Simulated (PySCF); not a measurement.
A survey of 17O NMR shifts

[PySCF 2.14.0 with density-fitted response routines: σ from GIAO-PBE0/pcSseg-1; GFN2-xTB geometry; one conformer; equivalent nuclei averaged; isolated molecule; relativity neglected]

Shieldings were converted by a linear fit to measured shifts: 17O (scatter 10.7 ppm rms, 12.2 ppm with the 3 outliers that the fit left out vs liquid water, solution or neat liquid). A few per cent of atoms miss by over 2 rms, more outside the fitted compound classes.

Give the 17O shifts of `CCC(=O)N(C)C`, `CCC(=O)N(C)C`, `CC#Cc1coc(=O)o1`, `CC(=O)O[SiH2]C(=O)O`, `CC(=O)O[SiH2]C(=O)O`, `CC(=O)c1cnn(C)n1`, `CC(=O)c1cnn(C)n1`, `FC(F)[SiH2]O[SiH2]O[SiH3]`, `FC(F)[SiH2]O[SiH2]O[SiH3]`.

Results:


```csv
compound,environment,δ (ppm)
CCC(=O)N(C)C,amide-type carbonyl oxygen,334.0
CCC(=O)N(C)C,amide-type carbonyl oxygen,334.0
[CH3:1][C:2]#[C:3][c:4]1[cH:5][o:6][c:7](=[O:8])[o:9]1,O8: carbonyl oxygen,231.7
[CH3:1][C:2]#[C:3][c:4]1[cH:5][o:6][c:7](=[O:8])[o:9]1,O6: ring oxygen,176.2
[CH3:1][C:2]#[C:3][c:4]1[cH:5][o:6][c:7](=[O:8])[o:9]1,O9: ring oxygen,174.8
[CH3:1][C:2](=[O:3])[O:4][SiH2:5][C:6](=[O:7])[OH:8],O7: carbonyl oxygen,430.0
[CH3:1][C:2](=[O:3])[O:4][SiH2:5][C:6](=[O:7])[OH:8],O3: carbonyl oxygen,393.6
[CH3:1][C:2](=[O:3])[O:4][SiH2:5][C:6](=[O:7])[OH:8],O8: acid hydroxyl oxygen,174.2
[CH3:1][C:2](=[O:3])[O:4][SiH2:5][C:6](=[O:7])[OH:8],"O4: oxygen bonded to C, Si",135.4
[CH3:1][C:2](=[O:3])[O:4][SiH2:5][C:6](=[O:7])[OH:8],O7: carbonyl oxygen,430.0
[CH3:1][C:2](=[O:3])[O:4][SiH2:5][C:6](=[O:7])[OH:8],O3: carbonyl oxygen,393.6
[CH3:1][C:2](=[O:3])[O:4][SiH2:5][C:6](=[O:7])[OH:8],O8: acid hydroxyl oxygen,174.2
[CH3:1][C:2](=[O:3])[O:4][SiH2:5][C:6](=[O:7])[OH:8],"O4: oxygen bonded to C, Si",135.4
CC(=O)c1cnn(C)n1,ketone oxygen,550.5
CC(=O)c1cnn(C)n1,ketone oxygen,550.5
[F:1][CH:2]([F:3])[SiH2:4][O:5][SiH2:6][O:7][SiH3:8],O5: oxygen bonded to 2 Si,9.2
[F:1][CH:2]([F:3])[SiH2:4][O:5][SiH2:6][O:7][SiH3:8],O7: oxygen bonded to 2 Si,-2.2
[F:1][CH:2]([F:3])[SiH2:4][O:5][SiH2:6][O:7][SiH3:8],O5: oxygen bonded to 2 Si,9.2
[F:1][CH:2]([F:3])[SiH2:4][O:5][SiH2:6][O:7][SiH3:8],O7: oxygen bonded to 2 Si,-2.2
```

In solution the two oxygens of a carboxylic acid give one averaged line by proton exchange, and hydrogen bonding shields acid and N–H amide carbonyl oxygens by tens of ppm; neither is in these numbers.
